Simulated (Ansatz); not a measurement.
Computed with Ansatz on PBE0-D4/def2-TZVP structures; ΔE is electronic, products minus reactants. CBS: MP2 limit from def2 TZ/QZ plus the TZ coupled-cluster correction, frozen cores. Functionals use def2-TZVPP. For Ge outer-core shells are correlated without core-valence functions, which leaves a few kJ/mol of doubt a bond. Scalar relativity is left out up to krypton. Each species was taken in one conformer, which may not be the lowest.

`[OH][Ge]([OH])([OH])[OH]` + propane → `[OH][GeH]([OH])[OH]` + `CCCO`  (formal exchange of groups at a Ge–O bond)

`[OH][Ge]([OH])([OH])[OH]`:

Z-matrix (Å, degrees):
```
Ge
O 1 1.755
O 1 1.755 2 106.2
O 1 1.755 2 116.3 3 -117.8
O 1 1.755 2 106.2 3 124.4
H 2 0.961 1 112.0 3 -153.0
H 3 0.961 1 112.0 2 28.7
H 4 0.961 1 112.0 2 89.2
H 5 0.961 1 112.0 2 153.0
```

`CCC`:

```xyz
11

C     1.183   -0.219   -0.450
C     0.131    0.363    0.478
C    -1.280   -0.049    0.096
H     1.020    0.106   -1.482
H     1.153   -1.312   -0.443
H     2.191    0.087   -0.161
H     0.338    0.048    1.507
H     0.206    1.455    0.476
H    -2.023    0.378    0.774
H    -1.393   -1.137    0.122
H    -1.525    0.281   -0.917
```

`[OH][GeH]([OH])[OH]`:

Z-matrix (Å, degrees):
```
Ge
O 1 1.772
O 1 1.761 2 102.9
O 1 1.765 2 110.8 3 -118.2
H 1 1.526 2 114.0 3 122.3
H 2 0.960 1 113.5 3 162.6
H 3 0.961 1 110.8 2 -2.2
H 4 0.961 1 112.5 2 74.5
```

`CCCO`:

Z-matrix (Å, degrees):
```
C
C 1 1.519
H 1 1.094 2 111.3
H 1 1.092 2 111.4 3 120.2
H 1 1.093 2 111.1 3 -119.8
C 2 1.516 1 112.3 3 59.4
H 2 1.097 1 109.7 3 -61.9
H 2 1.094 1 110.5 3 -179.1
O 6 1.412 2 113.3 1 177.5
H 6 1.101 2 109.8 1 -57.8
H 6 1.094 2 109.9 1 59.5
H 9 0.961 6 108.2 2 59.3
```

**Question.** Is it downhill or uphill in electronic energy at CCSD(T)/CBS, and by how much? (An estimate is asked.)

**Answer.** The calculation gave: Uphill: ΔE = +1.41 eV.

**Question.** What do these levels give: revPBE-D4, r2SCAN-D4, r2SCANh-D4, r2SCAN0-D4, CAM-B3LYP-D4, r2SCAN, CAM-B3LYP, HF/def2-SVP, CCSD/def2-SVP, SCS-MP2/def2-TZVPP, MP2/def2-QZVPP, HF/CBS(def2)? (Estimate.)

**Answer.** Ansatz gave: revPBE-D4 1.31, r2SCAN-D4 1.40, r2SCANh-D4 1.40, r2SCAN0-D4 1.41, CAM-B3LYP-D4 1.35, r2SCAN 1.39, CAM-B3LYP 1.34, HF/def2-SVP 1.30, CCSD/def2-SVP 1.34, SCS-MP2/def2-TZVPP 1.46, MP2/def2-QZVPP 1.48, HF/CBS(def2) 1.42 eV.

Largest T1 diagnostic among the species: 0.012.

At CCSD(T), def2-SVP lies −0.07 eV from the extrapolated value and def2-TZVPP +0.02 eV. From PBE to PBE0 (25 % exact exchange), in def2-TZVPP and without D4, ΔE moves by +0.05 eV. Leaving LDA and LC-ωPBE aside and taking each functional with its dispersion term where it has one, the values, not all of them listed here, spread over 0.13 eV, from PBE-D4 to PBE-QIDH. LDA lies −0.04 eV from PBE without D4.
